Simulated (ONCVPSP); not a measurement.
**How hard is this iron (Fe) ONCV potential?**

- Element: Fe
- Generator: ONCVPSP 4.0.1
- Type: optimised norm-conserving Vanderbilt (ONCV)
- Functional: PBE
- Relativity: scalar-relativistic
- Frozen core: [Ar]
- Valence charge: 8
- Reference configuration: 3d6 4s1 (charge +1)
- Partial waves: 4s: rc 2.30 bohr, ncon 3, nbas 6, qcut 2.8 1/bohr, 1 projector; p scattering state at 0.02 Ha: rc 2.15 bohr, ncon 3, nbas 7, qcut 3.3 1/bohr, 2 projectors, debl 2.6 Ha; 3d: rc 1.05 bohr, ncon 5, nbas 10, qcut 14.4 1/bohr, 2 projectors, debl 2.5 Ha
- Local potential: polynomial inside 0.90 bohr (lpopt 5, dvloc0 3 Ha)
- Core correction: none

In the p channel the program set the typed energies aside and used 0.050, 2.650 Ha.

Task: For each optimised wave give the share of its norm inside rc, the residual kinetic energy above qcut (Ha) and the cutoffs (Ha) for errors of 10, 1, 0.1 and 0.01 mHa per electron.

Result:

| wave | norm inside rc | residual KE | 10 mHa | 1 mHa | 0.1 mHa | 0.01 mHa |
| --- | --- | --- | --- | --- | --- | --- |
| 4s | 0.378 | 1.2e-03 | 2.5 | 4.2 | 15.4 | 26.9 |
| p projector 1 | 0.097 | 1.6e-04 | 1.1 | 3.7 | 5.9 | 20.9 |
| p projector 2 | 0.131 | 4.2e-02 | 7.3 | 14.1 | 34.5 | 53.2 |
| 3d | 0.562 | 2.0e-05 | 70.2 | 84.8 | 95.4 | 137.5 |
| d projector 2 | 0.057 | 1.6e-05 | 63.0 | 80.9 | 94.0 | 107.9 |

The occupied waves need 85 Ha and 95 Ha for 1 and 0.1 mHa. Note: ghosts flagged at negative energy: s at -134.9 eV; GHOST(+) flagged for p at 73.5 eV. A true bound ghost makes a file unfit for plane-wave use.
